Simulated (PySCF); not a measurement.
Potential energy of SrSb⁺ along the bond

Set-up: PySCF, scalar-relativistic core potentials, basis sets Sr def2-SVP with ECP28, Sb def2-SVP with ECP28. Energies in eV from Sr⁺ + Sb in their ground configurations at the same level. State: ³Σ⁻ (triplet), unpaired electrons π ↑↑.

Curves on a restricted Hartree–Fock reference rise too fast on stretching and do not dissociate correctly.

```
R (Å)  ROHF-SCS-MP2
2.706        0.2222
2.831       -0.2193
2.957       -0.4741
3.052       -0.5767
3.146       -0.6232
3.240       -0.6274
3.366       -0.5855
3.523       -0.4827
3.712       -0.3181
3.964       -0.0731
```

Q: Put a parabola through the three lowest points of the ROHF-SCS-MP2 curve and estimate Re, k and ωe (reduced mass 50.9 u; 1 eV/Å² = 0.16022 mdyn/Å; ωe = 1302.8·√(k/μ) cm⁻¹).

A: Through R = 3.146, 3.24, 3.366 Å the second-order coefficient is 1.71 eV/Å², so Re ≈ 3.206 Å, k ≈ 0.549 mdyn/Å and ωe ≈ 135 cm⁻¹. A polynomial fit of higher order to the unrounded ROHF-SCS-MP2 energies gives Re = 3.203 Å, k = 0.634 mdyn/Å, ωe = 145 cm⁻¹; anharmonicity and rounding make the difference.

The higher-order fit for each curve: ROHF-SCS-MP2: Re = 3.203 Å, ωe = 145 cm⁻¹, De = 0.63 eV.

Correlated steps freeze 4 core orbitals. Correlated levels converge slowly with the basis: in double zeta they bind strong bonds too weakly, by up to about 1 eV, and carry superposition errors of some tenths. Spin–orbit coupling is left out, which matters for elements this heavy, above all for dissociation energies. For an ion De counts to the pair picked by the measured ionisation energies or electron affinities, which need not be the lowest pair at this level. The state was picked by a PBE0 search and need not be the measured ground state.
